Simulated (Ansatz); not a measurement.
This geometry of Cl3F2Ta + H2 (8 atoms, charge 0, multiplicity 1) is a first-order saddle point.

Computed with Ansatz 0.2.0, RKS PBE/def2-SVP.

```xyz
8
Properties=species:S:1:pos:R:3
Ta -0.155 0.313 0.167
F 1.945 -0.381 0.347
Cl -0.218 0.348 2.496
Cl 0.391 1.019 -1.985
Cl -2.265 1.217 0.016
F -0.345 -1.521 -0.133
H 1.201 1.588 0.539
H 1.865 0.724 0.508
```

(1) Which two structures does it join? (They come from a converged band through this point; their orientation in space is the band's.)

(2) How far does it lie above each of them?

Answers

(1) Bonds broken: H7–H8. Bonds formed: Ta1–H7, F2–H8. Cl3F2Ta + H2 becomes Cl3F2H2Ta.

Initial state:

```xyz
8
Properties=species:S:1:pos:R:3
Ta -0.242 -0.357 0.022
F 1.612 -0.296 0.285
Cl -0.454 -0.925 2.286
Cl 0.165 -0.125 -2.275
Cl -1.394 1.612 0.211
F -1.273 -1.867 -0.382
H 1.752 2.923 0.925
H 2.254 2.343 0.884
```

Final state:

```xyz
8
Properties=species:S:1:pos:R:3
Ta -0.256 0.359 0.156
F 2.064 -0.297 0.366
Cl -0.282 0.223 2.483
Cl 0.349 1.023 -1.995
Cl -2.379 1.207 0.008
F -0.182 -1.489 -0.164
H 0.966 1.629 0.555
H 2.139 0.652 0.546
```

(2) 1.32 eV above the first and 0.05 eV above the second. This is the barrier of this one path; another mechanism may lie lower. The orbitals stay closed-shell, which can raise the energy where a bond breaks towards radicals; this wasn't checked here.

The run took 2.2 min on 4 threads of Arm Neoverse V1, with other jobs on the host, peak memory 0.2 GiB.
